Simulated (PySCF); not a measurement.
Stepwise substitution at one centre (Ge OH-H). Gas-phase values, no solvent. One relaxed conformer stands for each flexible species; it need not be the lowest. Strings in code marks are SMILES.

The numbers are results of PBE-D3(BJ)/def2-TZVP (PySCF 2.14.0), not measurements. Excitations are Tamm–Dancoff values on a coarser integration grid. The basis has no diffuse functions, so Rydberg states are missing or too high.

| species | S1 excitation (TDA) (eV) | HOMO (eV) | S1 oscillator strength |
|---|---|---|---|
| 1 of 4 OH replaced by H (`[OH][GeH]([OH])[OH]`) | 6.48 | -7.18 | 0.059 |
| 2 of 4 OH replaced by H (`[OH][GeH2][OH]` (H–O–Ge–O torsion 78°, O–Ge–O–H torsion -84°)) | 6.58 | -7.05 | 0.022 |
| 3 of 4 OH replaced by H | 6.12 | -6.79 | (withheld) |
| 4 of 4 OH replaced by H (`[GeH4]`) | – | (withheld) | – |

Question: What belongs in the gaps?

Answer: 
- 3 of 4 OH replaced by H, S1 oscillator strength: 0.006
- 4 of 4 OH replaced by H (`[GeH4]`), HOMO (eV): -8.33
